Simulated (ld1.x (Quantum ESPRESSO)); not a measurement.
Reading a pseudo-wave (strontium)

Columns: radius, all-electron u(r) and pseudo u(r) of the 4p shell (level -23.48 eV) of strontium in the configuration [Ar] 3d10 4s2 4p6 4d0 5s1.5 5p0.5; Wu–Cohen, scalar-relativistic, RRKJ scheme, ld1.x (Quantum ESPRESSO) 7.5.

```tsv
r (bohr)	all-electron	pseudo
0.132	0.1963	0.0206
0.264	-0.3101	0.0806
0.396	-0.4306	0.1745
0.528	-0.2088	0.2936
0.660	0.1182	0.4265
0.792	0.4190	0.5602
0.924	0.6459	0.6818
1.056	0.7932	0.7797
1.188	0.8711	0.8457
1.320	0.8946	0.8758
1.452	0.8790	0.8710
1.584	0.8372	0.8368
1.716	0.7796	0.7816
1.848	0.7135	0.7148
1.980	0.6443	0.6446
2.112	0.5757	0.5757
2.244	0.5100	0.5100
2.376	0.4486	0.4486
2.508	0.3924	0.3924
2.640	0.3417	0.3417
2.772	0.2965	0.2965
2.904	0.2566	0.2566
3.036	0.2216	0.2216
3.168	0.1911	0.1911
3.300	0.1645	0.1645
3.432	0.1415	0.1415
```

Question: How many radial nodes do the two functions have?

Answer: The all-electron 4p function has n − l − 1 = 2; the pseudo-wave has 0, since the states of the same l below it are removed with the core.

Question: At about which radius was the pseudo-wave matched?

Answer: 2.08 bohr, where the columns begin to agree (steps of 0.13 bohr).

Question: Is the pseudo-wave norm-conserving?

Answer: Yes: the RRKJ scheme keeps the norm inside the radius equal to the all-electron one, which fixes the energy derivative of the logarithmic derivative at the level.
